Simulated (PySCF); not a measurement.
GaBr2, SMILES [Br][Ga][Br], multiplicity 2. Coordinates come from a PBE-D3(BJ)/def2-SVP optimisation. The multiplicity is an assumed one; no other spin state was optimised. The isomer is the one that the SMILES or the coordinates give; other isomers of the formula were not compared.

Task: Give the equilibrium geometry at PBE-D3(BJ)/def2-SVP (PySCF confirms it by a frequency run) as bond lengths and angles, and its point group. (The exact figures need the calculation; the answer reports its results.)

Result: point group C2v.
Atoms: Ga1 Br2 Br3. Bond lengths (Å): Ga1–Br2 2.346, Ga1–Br3 2.346. Bond angles (°): Br2–Ga1–Br3 120.8.
Charge 0, spin multiplicity 2.
